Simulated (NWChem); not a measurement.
Program: NWChem. System: CH$_{2}$Cl, charge 0, spin multiplicity 2, at a geometry optimised with UPBE/def2-SVP. The structure started from a generated list of species. Its SCF solution wasn't tested for a lower state. Level: UHF/def2-TZVP.

Input file:

```
start mol
memory heap 200 mb stack 900 mb global 1100 mb
geometry units angstroms nocenter noautoz
  C      0.000000     0.000000    -1.118342
  Cl     0.000000     0.000000     0.587217
  H      0.967986     0.000000    -1.636316
  H     -0.967986     0.000000    -1.636316
  symmetry group C2v
end
basis spherical
  * library def2-tzvp
end
scf
  uhf
  nopen 1
  maxiter 100
  thresh 1e-7
  semidirect memsize 60000000 filesize 0
  # guess.movecs holds the orbitals of an unrestricted PBE0 run
  vectors input guess.movecs output mol.movecs
end
task scf energy
```

Part of the output:

```
             Northwest Computational Chemistry Package (NWChem) 7.3.0
             --------------------------------------------------------

                                NWChem Input Module
                                -------------------

 Scaling coordinates for geometry "geometry" by  1.889725989
 (inverse scale =  0.529177249)

 Turning off AUTOSYM since
 SYMMETRY directive was detected!

                             Geometry "geometry" -> ""
                             -------------------------

 Output coordinates in angstroms (scale by  1.889725989 to convert to a.u.)

  No.       Tag          Charge          X              Y              Z
 ---- ---------------- ---------- -------------- -------------- --------------
    1 C                    6.0000     0.00000000     0.00000000    -1.11834200
    2 Cl                  17.0000     0.00000000     0.00000000     0.58721700
    3 H                    1.0000     0.96798600     0.00000000    -1.63631600
    4 H                    1.0000    -0.96798600     0.00000000    -1.63631600

 Effective nuclear repulsion energy (a.u.)      45.1236850837

            Nuclear Dipole moment (a.u.)
            ----------------------------
        X                 Y               Z
 ---------------- ---------------- ----------------
     0.0000000000     0.0000000000     0.0000094486

      Symmetry information
      --------------------

 Group name             C2v
 Group number             16
 Group order               4
 No. of unique centers     3

      Symmetry unique atoms

     1    2    3


 Summary of "ao basis" -> "" (spherical)
 ------------------------------------------------------------------------------
       Tag                 Description            Shells   Functions and Types
 ---------------- ------------------------------  ------  ---------------------
 *                         def2-tzvp                  on all atoms

 Summary of "ao basis" -> "ao basis" (spherical)
 ------------------------------------------------------------------------------
       Tag                 Description            Shells   Functions and Types
[...]
 Vector   15  Occ=0.000000D+00  E= 2.115363D-01  Symmetry=b1
              MO Center=  2.4D-14, -8.1D-17, -2.1D+00, r^2= 5.2D+00
   Bfn.  Coefficient  Atom+Function         Bfn.  Coefficient  Atom+Function
  ----- ------------  ---------------      ----- ------------  ---------------
    71      2.938070  3 H  s                 77     -2.938070  4 H  s
    12     -2.164054  1 C  px                70     -0.473703  3 H  s
    76      0.473703  4 H  s                 49      0.433074  2 Cl px
     6     -0.199871  1 C  px                23      0.173930  1 C  d  1

 center of mass
 --------------
 x =   0.00000000 y =   0.00000000 z =   0.14721221

 moments of inertia (a.u.)
 ------------------
         114.867043761595           0.000000000000           0.000000000000
           0.000000000000         121.611562206516           0.000000000000
           0.000000000000           0.000000000000           6.744518444921

  Mulliken analysis of the total density
  --------------------------------------

    Atom       Charge   Shell Charges
 -----------   ------   -------------------------------------------------------
    1 C    6     6.22   0.85  1.12  0.49  0.71  0.10  1.16  1.36  0.33  0.02  0.06  0.01
    2 Cl  17    17.09   2.01  0.45  1.52  1.09  0.83  4.18  1.69  1.08  2.79  1.38  0.02  0.05  0.01
    3 H    1     0.85   0.26  0.48  0.09  0.02
    4 H    1     0.85   0.26  0.48  0.09  0.02

  Mulliken analysis of the alpha density
  --------------------------------------

    Atom       Charge   Shell Charges
 -----------   ------   -------------------------------------------------------
    1 C    6     3.69   0.43  0.56  0.27  0.38  0.06  0.78  0.93  0.25  0.01  0.03  0.00
    2 Cl  17     8.55   1.01  0.22  0.76  0.55  0.41  2.09  0.84  0.54  1.39  0.68  0.01  0.03  0.00
    3 H    1     0.38   0.12  0.21  0.03  0.01
    4 H    1     0.38   0.12  0.21  0.03  0.01

   Mulliken analysis of the beta density
   -------------------------------------

    Atom       Charge   Shell Charges
 -----------   ------   -------------------------------------------------------
    1 C    6     2.52   0.43  0.56  0.22  0.32  0.04  0.38  0.43  0.09  0.01  0.03  0.00
    2 Cl  17     8.54   1.01  0.22  0.76  0.54  0.42  2.09  0.85  0.53  1.39  0.70  0.01  0.02  0.00
    3 H    1     0.47   0.14  0.27  0.05  0.01
    4 H    1     0.47   0.14  0.27  0.05  0.01

   Mulliken analysis of the spin density
   -------------------------------------

    Atom       Charge   Shell Charges
 -----------   ------   -------------------------------------------------------
    1 C    6     1.17   0.00 -0.00  0.04  0.06  0.02  0.40  0.49  0.16 -0.00 -0.00 -0.00
    2 Cl  17     0.00   0.00  0.00 -0.00  0.00 -0.01  0.00 -0.00  0.01  0.00 -0.02  0.00  0.01  0.00
    3 H    1    -0.09  -0.02 -0.05 -0.02  0.01
    4 H    1    -0.09  -0.02 -0.05 -0.02  0.01

       Multipole analysis of the density wrt the origin
       ------------------------------------------------

     L   x y z        total         alpha         beta         nuclear
     -   - - -        -----         -----         ----         -------
     0   0 0 0     -0.000000    -13.000000    -12.000000     25.000000

     1   1 0 0      0.000000      0.000000      0.000000      0.000000
     1   0 1 0      0.000000      0.000000     -0.000000      0.000000
     1   0 0 1     -0.566200      0.636183     -1.202392      0.000009

     2   2 0 0    -13.765743    -10.350399    -10.107497      6.692152
     2   1 1 0     -0.000000     -0.000000      0.000000      0.000000
     2   1 0 1      0.000000      0.000000      0.000000      0.000000
     2   0 2 0    -15.291165     -8.762323     -6.528842      0.000000
     2   0 1 1     -0.000000     -0.000000      0.000000      0.000000
     2   0 0 2    -12.754777    -42.355501    -37.253878     66.854601

 Task  times  cpu:        0.8s     wall:        0.8s

 Total times  cpu:        0.8s     wall:        0.8s
```
